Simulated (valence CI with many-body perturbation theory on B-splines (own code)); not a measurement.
E1 transitions of Ar³⁺

Computed by relativistic CI+MBPT: five valence electrons over a frozen Dirac-Fock core [Ne], radial functions for each j: 11 s, 11 p, 10 d, 8 f, 5 g, 2 h, with the one-electron correlation potential Σ1, the two-electron term Σ2, the three-electron term Σ3, Breit, model QED; selected CI, second order for the rest, scaled by the run's own slope (own B-spline code, finite nucleus).

Set against measurement, 54 paired levels are off by 137 cm⁻¹ on average, the worst by 426. These come from a selection out of Saloman, J. Phys. Chem. Ref. Data 39, 033101 (2010). Levels without a partner in it may be off by more. Among the levels kept, up to 3700 cm⁻¹ of a level comes from second order outside the variational space, and about a tenth of that is noise between levels of different J, which matters for small intervals.

Lines 301 to 350 of 599 in falling wavelength, among levels below 362944 cm⁻¹, chosen from the strongest by gf and those to the six lowest levels. Wavelengths and rates use the calculated energies, so an error of 100 cm⁻¹ moves a line at 94.70 nm by 0.095 % and its rate by three times that or more. Electric multipoles are in the length gauge, E1 and E2 with the static RPA response of the core. Weak lines are less certain than strong ones. Lines between different terms over intervals too small for the method are left out, as are lines whose strength nearly cancels. Where a level lies close to another of its J and parity, the split of strength between their lines is uncertain. The highest levels of a list are the least certain.

Names give the largest LS component (configuration and term), which can be under half, so a name can repeat, a term be missing and a line seem to break the LS rules; names also repeat where a configuration has a term twice. Letters in brackets count levels of one name in rising energy.

| λ vac (nm) | λ from measured levels | Upper | Lower | A (s⁻¹) | S (a.u.) with core polarisation | S without |
| --- | --- | --- | --- | --- | --- | --- |
| 94.70 | 94.59 | 3s2 3p2 4p 4D°_5/2 | 3s2 3p2 3d 4F_5/2 | 1.53e+08 | 3.84e-01 | 3.80e-01 |
| 94.43 | 94.32 | 3s2 3p2 4p 4D°_7/2 | 3s2 3p2 3d 4F_7/2 | 9.02e+07 | 3.00e-01 | 2.97e-01 |
| 92.29 |  | 3p5 2P°_3/2 | 3s2 3p2 3d 2P_3/2 [a] | 2.95e+08 | 4.57e-01 | 4.83e-01 |
| 91.99 |  | 3p5 2P°_1/2 | 3s2 3p2 3d 2P_1/2 [a] | 2.33e+08 | 1.79e-01 | 1.89e-01 |
| 91.53 |  | 3s 3p3 3d 4F°_9/2 [a] | 3s2 3p2 3d 4F_9/2 | 1.24e+08 | 4.68e-01 | 4.93e-01 |
| 91.28 |  | 3s 3p3 3d 4F°_7/2 [a] | 3s2 3p2 3d 4F_7/2 | 1.10e+08 | 3.31e-01 | 3.48e-01 |
| 91.10 |  | 3s 3p3 3d 4F°_5/2 [a] | 3s2 3p2 3d 4F_5/2 | 1.05e+08 | 2.35e-01 | 2.47e-01 |
| 90.97 |  | 3s 3p3 3d 4F°_3/2 [a] | 3s2 3p2 3d 4F_3/2 | 1.26e+08 | 1.87e-01 | 1.97e-01 |
| 90.30 | 90.12 | 3s 3p4 2D_5/2 | 3s2 3p3 2P°_3/2 | 4.79e+07 | 1.04e-01 | 1.10e-01 |
| 90.21 | 90.04 | 3s 3p4 2D_3/2 | 3s2 3p3 2P°_1/2 | 3.41e+07 | 4.94e-02 | 5.22e-02 |
| 89.77 |  | 3s 3p3 3d 4S°_3/2 | 3s2 3p2 3d 4P_5/2 | 1.66e+08 | 2.37e-01 | 2.46e-01 |
| 87.29 |  | 3s2 3p2 4p 2S°_1/2 | 3s2 3p2 3d 2P_3/2 [a] | 5.94e+08 | 3.90e-01 | 3.86e-01 |
| 86.85 | 86.83 | 3s2 3p2 4p 2F°_7/2 | 3s2 3p2 3d 2F_7/2 [a] | 1.75e+08 | 4.51e-01 | 4.48e-01 |
| 86.41 |  | 3s2 3p2 4f 2D°_5/2 | 3s2 3p2 3d 2P_3/2 [c] | 3.29e+08 | 6.28e-01 | 6.27e-01 |
| 85.82 |  | 3s2 3p2 4f 2D°_3/2 | 3s2 3p2 3d 2P_1/2 [c] | 2.69e+08 | 3.36e-01 | 3.35e-01 |
| 85.77 |  | 3s 3p3 3d 4P°_5/2 [b] | 3s2 3p2 3d 4P_5/2 | 1.37e+08 | 2.56e-01 | 2.69e-01 |
| 85.74 |  | 3s2 3p2 4p 2F°_5/2 | 3s2 3p2 3d 2F_5/2 [a] | 1.48e+08 | 2.76e-01 | 2.74e-01 |
| 85.69 |  | 3s2 3p2 4p 2F°_7/2 | 3s2 3p2 3d 4D_7/2 | 8.33e+07 | 2.07e-01 | 2.05e-01 |
| 85.11 | 85.06 | 3s 3p4 4P_5/2 | 3s2 3p3 4S°_3/2 | 2.44e+08 | 4.46e-01 | 4.67e-01 |
| 84.43 | 84.38 | 3s 3p4 4P_3/2 | 3s2 3p3 4S°_3/2 | 2.48e+08 | 2.95e-01 | 3.10e-01 |
| 84.07 | 84.00 | 3s 3p4 4P_1/2 | 3s2 3p3 4S°_3/2 | 2.51e+08 | 1.47e-01 | 1.54e-01 |
| 81.68 |  | 3s 3p3 3d 4D°_5/2 [c] | 3s2 3p2 3d 4P_3/2 | 9.97e+07 | 1.61e-01 | 1.68e-01 |
| 81.65 |  | 3s 3p3 3d 4D°_7/2 [c] | 3s2 3p2 3d 4P_5/2 | 1.55e+08 | 3.33e-01 | 3.48e-01 |
| 80.71 |  | 3s 3p3 3d 4G°_11/2 | 3s2 3p2 3d 4F_9/2 | 4.38e+08 | 1.36e+00 | 1.43e+00 |
| 80.35 |  | 3s 3p3 3d 4G°_9/2 | 3s2 3p2 3d 4F_7/2 | 4.07e+08 | 1.04e+00 | 1.09e+00 |
| 80.28 | 80.19 | 3s 3p4 2D_3/2 | 3s2 3p3 2D°_5/2 | 2.92e+07 | 2.98e-02 | 3.13e-02 |
| 80.27 |  | 3s 3p3 3d 2F°_7/2 [b] | 3s2 3p2 3d 2D_5/2 [a] | 8.99e+07 | 1.84e-01 | 1.92e-01 |
| 80.23 | 80.14 | 3s 3p4 2D_5/2 | 3s2 3p3 2D°_5/2 | 3.83e+08 | 5.86e-01 | 6.15e-01 |
| 80.20 | 80.11 | 3s 3p4 2D_3/2 | 3s2 3p3 2D°_3/2 | 3.99e+08 | 4.06e-01 | 4.26e-01 |
| 80.15 | 80.06 | 3s 3p4 2D_5/2 | 3s2 3p3 2D°_3/2 | 2.03e+07 | 3.09e-02 | 3.24e-02 |
| 80.07 |  | 3s 3p3 3d 4G°_7/2 | 3s2 3p2 3d 4F_5/2 | 3.83e+08 | 7.76e-01 | 8.15e-01 |
| 79.98 |  | 3s 3p3 4s 4S°_3/2 | 3s2 3p2 3d 4P_3/2 | 1.68e+08 | 1.70e-01 | 1.68e-01 |
| 79.89 |  | 3s 3p3 3d 4G°_5/2 | 3s2 3p2 3d 4F_3/2 | 3.82e+08 | 5.76e-01 | 6.05e-01 |
| 79.65 |  | 3s 3p3 4s 4S°_3/2 | 3s2 3p2 3d 4P_5/2 | 2.58e+08 | 2.57e-01 | 2.54e-01 |
| 78.01 | 77.99 | 3s2 3p2 4p 2P°_1/2 [a] | 3s2 3p2 3d 2P_1/2 [a] | 4.93e+08 | 2.31e-01 | 2.30e-01 |
| 77.84 |  | 3s 3p3 3d 2G°_9/2 [a] | 3s2 3p2 3d 2F_7/2 [a] | 9.92e+07 | 2.31e-01 | 2.42e-01 |
| 77.71 |  | 3p5 2P°_3/2 | 3s 3p4 2D_5/2 | 5.58e+08 | 5.17e-01 | 5.44e-01 |
| 77.27 | 77.25 | 3s2 3p2 4p 2P°_3/2 [a] | 3s2 3p2 3d 2P_3/2 [a] | 5.85e+08 | 5.33e-01 | 5.31e-01 |
| 76.91 |  | 3s 3p3 3d 2G°_9/2 [a] | 3s2 3p2 3d 4D_7/2 | 8.06e+07 | 1.81e-01 | 1.90e-01 |
| 76.80 |  | 3p5 2P°_1/2 | 3s 3p4 2D_3/2 | 5.86e+08 | 2.62e-01 | 2.76e-01 |
| 76.78 |  | 3s 3p3 3d 2G°_7/2 [a] | 3s2 3p2 3d 2F_5/2 [a] | 1.28e+08 | 2.29e-01 | 2.40e-01 |
| 76.66 |  | 3s 3p3 3d 2P°_3/2 | 3s2 3p2 3d 2P_3/2 [b] | 2.21e+08 | 1.96e-01 | 2.05e-01 |
| 76.30 | 76.15 | 3s2 3p2 3d 2P_3/2 [a] | 3s2 3p3 2P°_3/2 | 3.87e+07 | 3.39e-02 | 3.66e-02 |
| 76.19 | 76.04 | 3s2 3p2 3d 2P_3/2 [a] | 3s2 3p3 2P°_1/2 | 1.20e+07 | 1.05e-02 | 1.13e-02 |
| 75.66 | 75.52 | 3s2 3p2 3d 2P_1/2 [a] | 3s2 3p3 2P°_3/2 | 2.53e+07 | 1.08e-02 | 1.16e-02 |
| 75.56 | 75.42 | 3s2 3p2 3d 2P_1/2 [a] | 3s2 3p3 2P°_1/2 | 5.66e+07 | 2.41e-02 | 2.58e-02 |
| 72.56 |  | 3s 3p3 3d 2D°_5/2 [a] | 3s2 3p2 3d 2F_7/2 [a] | 3.65e+08 | 4.13e-01 | 4.34e-01 |
| 72.55 |  | 3s2 3p2 4f 4D°_5/2 | 3s2 3p2 3d 4P_3/2 | 3.09e+08 | 3.49e-01 | 3.37e-01 |
| 72.46 |  | 3s2 3p2 4f 4D°_7/2 | 3s2 3p2 3d 4P_5/2 | 5.07e+08 | 7.62e-01 | 7.36e-01 |
| 72.40 |  | 3s2 3p2 4f 4D°_3/2 | 3s2 3p2 3d 4P_3/2 | 2.11e+08 | 1.58e-01 | 1.51e-01 |
